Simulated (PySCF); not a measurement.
CH₆AlBGe, CH₄BGe (calculated)

All values are calculated (PySCF 2.14.0). Calculation on a computer-drawn molecule: the log of a Hartree-Fock and frozen-core CCSD(T) single point meant for a local Hartree-Fock minimum, with one planted fault or none, to be diagnosed. Offsets are logged minus clean, where the clean run is the same molecule without the fault. The reference is restricted for singlets and unrestricted otherwise, and also for a bond in bohr or an excited solution. Adding or removing an electron swaps singlet and doublet. The excited solution moves the top pair (singlet) or top alpha electron (doublet) to the lowest empty orbital. Highest occupied and lowest empty are orbital energies over both spins, largest force is the largest gradient component, triples share is (T) over the correlation energy, the T1 limit is 0.02 restricted and 0.045 unrestricted, electrons count all cores, a negative frequency is imaginary (commonest isotopes), and the dipole is about the centre of nuclear charge; on germanium a core potential holds 10 electrons, which the energies leave out, and 3d is frozen in MP2 and coupled-cluster steps.

Common to all runs: meant multiplicity 1; logged SCF converged yes; logged CC converged yes; logged SCF stable within its kind yes; possible faults no fault, one electron removed, one electron added, multiplicity raised by two, geometry at a saddle point, SCF held on an excited solution, minimal basis STO-3G, one bond length entered in bohr, all coordinates scaled.

(1) 
```xyz
10
formula=CH6AlBGe meant_charge=0 meant_basis=cc-pV(D+d)Z meant_basis_and_core_potential_on_germanium=cc-pVDZ-PP_ECP10MDF logged_electrons=61 logged_basis_functions=104 logged_spin_squared=0.7552 logged_highest_occupied=-14.104 logged_lowest_empty=-6.7526 logged_largest_force=0.05333 logged_T1_diagnostic=0.016452 logged_D1_diagnostic=0.053393 logged_triples_share=0.027857 logged_dipole_magnitude=12.217 logged_energy_HF=-601.00388 logged_energy_CCSD(T)=-601.40022 planted_fault=one_electron_removed HF_energy_offset_from_clean_run=183.5 CCSD(T)_energy_offset_from_clean_run=213.5
B     -1.9230    -0.1221    -1.5825
C     -1.2492    -0.3466    -0.4089
Al     0.2971     0.8088    -0.3941
Ge     1.9095     0.8207     1.5226
H     -2.4098     0.1561    -2.6164
H     -1.4493    -1.0129     0.4187
H      0.5291     1.7617    -1.6408
H      1.4885    -0.1254     2.6597
H      3.3197     0.3899     1.0808
H      2.0554     2.2241     2.1373
```

Units: logged_highest_occupied, logged_lowest_empty in eV; logged_largest_force in hartree/bohr; logged_dipole_magnitude in debye; logged_energy_HF, logged_energy_CCSD(T) in hartree; HF_energy_offset_from_clean_run, CCSD(T)_energy_offset_from_clean_run in kcal/mol.

Drawn bonds:
```csv
atom,other atom,order
1,2,2
2,3,1
3,4,1
1,5,1
2,6,1
3,7,1
4,8,1
4,9,1
4,10,1
```

(2) 
```xyz
7
formula=CH4BGe meant_charge=-1 meant_basis=aug-cc-pVDZ meant_basis_and_core_potential_on_germanium=aug-cc-pVDZ-PP_ECP10MDF logged_electrons=47 logged_basis_functions=114 logged_spin_squared=0.7611 logged_highest_occupied=-7.5463 logged_lowest_empty=-0.75304 logged_largest_force=0.053806 logged_T1_diagnostic=0.031017 logged_D1_diagnostic=0.13548 logged_triples_share=0.039899 logged_dipole_magnitude=3.9912 logged_energy_HF=-358.11281 logged_energy_CCSD(T)=-358.46721
B     -0.9629     0.8197     2.7262
C     -0.8655     1.5259     1.5901
Ge     1.1307     2.2647     1.9810
H     -0.9996     0.2157     3.7370
H     -1.2340     1.8897     0.6556
H      1.0075     2.8049     3.4848
H      1.9148     0.9298     2.3953
```

Units: logged_highest_occupied, logged_lowest_empty in eV; logged_largest_force in hartree/bohr; logged_dipole_magnitude in debye; logged_energy_HF, logged_energy_CCSD(T) in hartree.

Drawn bonds:
```csv
atom,other atom,order
1,2,2
2,3,1
1,4,1
2,5,1
3,6,1
3,7,1
```

Q: CH₄BGe (entry 2): planted fault?
A: one electron removed

Further results for CH₄BGe (entry 2):

```
HF energy offset from clean run      : 47.78 kcal/mol
CCSD(T) energy offset from clean run : 76.8 kcal/mol
```
